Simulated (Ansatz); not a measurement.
Ansatz (a quantum-chemistry and plane-wave program) input (HF/def2-TZVP):

Ansatz 0.2 input:
```yaml
crystal:
  periodic: [false, false, false]
  atoms:
    - {symbol: Si, position_ang: [-0.07353083, 0.18974016, -0.29307689]}
    - {symbol: Cl, position_ang: [0.36763708, -0.91520252, 1.42242303]}
    - {symbol: N, position_ang: [1.06824033, -0.39185610, -1.42271034]}
    - {symbol: N, position_ang: [-0.08811938, 1.79722276, 0.28463773]}
    - {symbol: N, position_ang: [-1.58991074, -0.03881778, -1.02705101]}
    - {symbol: H, position_ang: [1.96967748, -0.72434879, -1.12339264]}
    - {symbol: H, position_ang: [1.08287216, -0.04528803, -2.36855350]}
    - {symbol: H, position_ang: [-0.29675860, 2.56646028, -0.33154902]}
    - {symbol: H, position_ang: [0.49132681, 2.07428398, 1.05937033]}
    - {symbol: H, position_ang: [-1.77787628, -0.87628188, -1.55392633]}
    - {symbol: H, position_ang: [-2.42111179, 0.34141297, -0.60419858]}
basis:
  gaussian:
    orbitals: def2-TZVP
hamiltonian:
  xc: {name: HF}
relax: {f_tol: 0.003, max_steps: 100}
```

Output:

```
Functional definition: HF
integrals: 0.14 GiB planned
1440 factors; their error is unknown
1.17 GiB of device memory are held for the factors and their scratch space
mean field: 0.60 GiB planned
mean field evaluation 1: about -24907.5440 eV, gradient 5.3e1 eV
mean field evaluation 2: about -24911.5263 eV, gradient 2.7e1 eV
mean field evaluation 4: about -24912.8748 eV, gradient 7.2e-1 eV
mean field evaluation 8: about -24913.2470 eV, gradient 6.3e-1 eV
mean field evaluation 16: about -24913.2473 eV, gradient 1.8e-5 eV
mean field -24913.24729958 eV, -915.5449514542 hartree, gradient 1.8e-5 eV, S^2 0.000000; 0 other end points of the search recorded, 0 dependent functions left out
the calculation of the forces begins
reference -24913.24729958 eV, -915.5449514542 hartree; 29, 29 occupied and 174, 174 virtual orbitals, 1440 factors
relax step   1: F+E_penalty+E_count = -24913.24729958 eV  Δ(F+E_penalty+E_count) = +0.000e0 eV  max|allowed force component| = 5.961e-1 eV/Å  Δτ_max = 0.0000 Å  (33 SCF iters, accepted)
these checks for a lower state are left out or cut short: starts, cluster_reference, orbital_swaps, neighbouring_geometries, increment
integrals: 0.14 GiB planned
1440 factors; their error is unknown
1.17 GiB of device memory are held for the factors and their scratch space
mean field: 0.60 GiB planned
mean field -24913.27812300 eV, -915.5460841940 hartree, gradient 9.2e-6 eV, S^2 0.000000; 0 other end points of the search recorded, 0 dependent functions left out
the calculation of the forces begins
reference -24913.27812300 eV, -915.5460841940 hartree; 29, 29 occupied and 174, 174 virtual orbitals, 1440 factors
relax step   2: F+E_penalty+E_count = -24913.27812300 eV  Δ(F+E_penalty+E_count) = -3.082e-2 eV  max|allowed force component| = 1.244e-1 eV/Å  Δτ_max = 0.0221 Å  (32 SCF iters, accepted)
these checks for a lower state are left out or cut short: starts, cluster_reference, orbital_swaps, neighbouring_geometries, increment
integrals: 0.14 GiB planned
1440 factors; their error is unknown
1.17 GiB of device memory are held for the factors and their scratch space
mean field: 0.60 GiB planned
mean field -24913.28130204 eV, -915.5462010212 hartree, gradient 9.1e-6 eV, S^2 0.000000; 0 other end points of the search recorded, 0 dependent functions left out
the calculation of the forces begins
reference -24913.28130204 eV, -915.5462010212 hartree; 29, 29 occupied and 174, 174 virtual orbitals, 1440 factors
relax step   3: F+E_penalty+E_count = -24913.28130204 eV  Δ(F+E_penalty+E_count) = -3.179e-3 eV  max|allowed force component| = 5.613e-2 eV/Å  Δτ_max = 0.0081 Å  (31 SCF iters, accepted)
these checks for a lower state are left out or cut short: starts, cluster_reference, orbital_swaps, neighbouring_geometries, increment
integrals: 0.14 GiB planned
1440 factors; their error is unknown
1.17 GiB of device memory are held for the factors and their scratch space
mean field: 0.60 GiB planned
mean field evaluation 32: about -24912.9088 eV, gradient 1.4e-3 eV
mean field -24913.28204637 eV, -915.5462283751 hartree, gradient 9.1e-6 eV, S^2 0.000000; 0 other end points of the search recorded, 0 dependent functions left out
the calculation of the forces begins
reference -24913.28204637 eV, -915.5462283751 hartree; 29, 29 occupied and 174, 174 virtual orbitals, 1440 factors
relax step   4: F+E_penalty+E_count = -24913.28204637 eV  Δ(F+E_penalty+E_count) = -7.443e-4 eV  max|allowed force component| = 2.314e-2 eV/Å  Δτ_max = 0.0067 Å  (31 SCF iters, accepted)
these checks for a lower state are left out or cut short: starts, cluster_reference, orbital_swaps, neighbouring_geometries, increment
integrals: 0.14 GiB planned
1440 factors; their error is unknown
1.17 GiB of device memory are held for the factors and their scratch space
mean field: 0.60 GiB planned
mean field -24913.28253524 eV, -915.5462463407 hartree, gradient 9.1e-6 eV, S^2 0.000000; 0 other end points of the search recorded, 0 dependent functions left out
the calculation of the forces begins
reference -24913.28253524 eV, -915.5462463407 hartree; 29, 29 occupied and 174, 174 virtual orbitals, 1440 factors
relax step   5: F+E_penalty+E_count = -24913.28253524 eV  Δ(F+E_penalty+E_count) = -4.889e-4 eV  max|allowed force component| = 1.426e-2 eV/Å  Δτ_max = 0.0140 Å  (32 SCF iters, accepted)
these checks for a lower state are left out or cut short: starts, cluster_reference, orbital_swaps, neighbouring_geometries, increment
integrals: 0.14 GiB planned
1440 factors; their error is unknown
1.17 GiB of device memory are held for the factors and their scratch space
mean field: 0.60 GiB planned
mean field -24913.28256708 eV, -915.5462475108 hartree, gradient 9.1e-6 eV, S^2 0.000000; 0 other end points of the search recorded, 0 dependent functions left out
the calculation of the forces begins
reference -24913.28256708 eV, -915.5462475108 hartree; 29, 29 occupied and 174, 174 virtual orbitals, 1440 factors
relax step   6: F+E_penalty+E_count = -24913.28256708 eV  Δ(F+E_penalty+E_count) = -3.184e-5 eV  max|allowed force component| = 9.539e-3 eV/Å  Δτ_max = 0.0042 Å  (33 SCF iters, accepted)
these checks for a lower state are left out or cut short: starts, cluster_reference, orbital_swaps, neighbouring_geometries, increment
integrals: 0.14 GiB planned
1440 factors; their error is unknown
1.17 GiB of device memory are held for the factors and their scratch space
mean field: 0.60 GiB planned
mean field -24913.28258985 eV, -915.5462483474 hartree, gradient 9.1e-6 eV, S^2 0.000000; 0 other end points of the search recorded, 0 dependent functions left out
the calculation of the forces begins
reference -24913.28258985 eV, -915.5462483474 hartree; 29, 29 occupied and 174, 174 virtual orbitals, 1440 factors
relax step   7: F+E_penalty+E_count = -24913.28258985 eV  Δ(F+E_penalty+E_count) = -2.276e-5 eV  max|allowed force component| = 9.513e-3 eV/Å  Δτ_max = 0.0045 Å  (33 SCF iters, accepted)
these checks for a lower state are left out or cut short: starts, cluster_reference, orbital_swaps, neighbouring_geometries, increment
integrals: 0.14 GiB planned
1440 factors; their error is unknown
1.17 GiB of device memory are held for the factors and their scratch space
mean field: 0.60 GiB planned
mean field evaluation 64: about -24913.2826 eV, gradient 9.1e-6 eV
mean field -24913.28260076 eV, -915.5462487485 hartree, gradient 9.1e-6 eV, S^2 0.000000; 0 other end points of the search recorded, 0 dependent functions left out
the calculation of the forces begins
reference -24913.28260076 eV, -915.5462487485 hartree; 29, 29 occupied and 174, 174 virtual orbitals, 1440 factors
relax step   8: F+E_penalty+E_count = -24913.28260076 eV  Δ(F+E_penalty+E_count) = -1.091e-5 eV  max|allowed force component| = 2.308e-3 eV/Å  Δτ_max = 0.0013 Å  (33 SCF iters, accepted)
integrals: 0.14 GiB planned
1440 factors; their error is unknown
1.17 GiB of device memory are held for the factors and their scratch space
mean field: 0.60 GiB planned
mean field -24913.28260076 eV, -915.5462487485 hartree, gradient 9.1e-6 eV, S^2 0.000000; 1 other end points of the search recorded, 0 dependent functions left out
the calculation of the forces begins
reference -24913.28260076 eV, -915.5462487485 hartree; 29, 29 occupied and 174, 174 virtual orbitals, 1440 factors
Total energy: -24913.28260076 eV, -915.5462487485 hartree
Atom 0 at    -0.070748     0.192244    -0.294402 Å, force    -0.000641     0.001461    -0.002308 eV/Å
Atom 1 at     0.353990    -0.917216     1.415762 Å, force     0.000156    -0.000092     0.000224 eV/Å
Atom 2 at     1.074274    -0.369558    -1.413080 Å, force     0.001510    -0.000950     0.001340 eV/Å
Atom 3 at    -0.067184     1.791309     0.272265 Å, force     0.001116    -0.000205     0.001921 eV/Å
Atom 4 at    -1.581703    -0.046288    -1.011914 Å, force     0.000275    -0.000240     0.000494 eV/Å
Atom 5 at     1.960134    -0.718071    -1.131229 Å, force     0.000014    -0.000101    -0.000285 eV/Å
Atom 6 at     1.068847    -0.066383    -2.359566 Å, force    -0.000562     0.000580    -0.000166 eV/Å
Atom 7 at    -0.314522     2.552441    -0.317044 Å, force    -0.000143    -0.000212    -0.000784 eV/Å
Atom 8 at     0.484698     2.075044     1.047230 Å, force    -0.000171     0.000250    -0.000012 eV/Å
Atom 9 at    -1.770272    -0.858955    -1.551657 Å, force    -0.000918     0.000023    -0.000003 eV/Å
Atom 10 at    -2.405066     0.342759    -0.614393 Å, force    -0.000635    -0.000512    -0.000421 eV/Å
Dipole moment:    -0.014453     0.335429    -0.439860 e Å
```
